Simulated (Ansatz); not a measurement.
A run for Ansatz (a quantum-chemistry and plane-wave program): R-PBE/def2-TZVPPD on Ge2H8 (a complex). Files ending in .json are basis or fitting sets from the Basis Set Exchange.

Ansatz 0.2 input:
```yaml
crystal:
  periodic: [false, false, false]
  atoms:
    - {symbol: Ge, position_ang: [0.12721440, -0.06567561, 0.38920267]}
    - {symbol: H, position_ang: [0.50711535, 0.36237339, -1.03629169]}
    - {symbol: H, position_ang: [1.20839491, -0.99935054, 0.95173922]}
    - {symbol: H, position_ang: [-1.22211318, -0.79753565, 0.36392592]}
    - {symbol: H, position_ang: [0.01642066, 1.17908033, 1.28262354]}
    - {symbol: Ge, position_ang: [-0.12668953, 0.06541114, 4.51067753]}
    - {symbol: H, position_ang: [1.34764690, 0.25096760, 4.12550746]}
    - {symbol: H, position_ang: [-0.77813680, -0.94708402, 3.55678877]}
    - {symbol: H, position_ang: [-0.85920895, 1.41057008, 4.40420966]}
    - {symbol: H, position_ang: [-0.22083784, -0.45875123, 5.95166577]}
basis:
  gaussian:
    orbitals: def2-TZVPPD.json
hamiltonian:
  xc: {name: PBE}
scf: {lower_state_search: off}
```

Task: Predict the final total energy.

Result: -4158.1177 hartree.
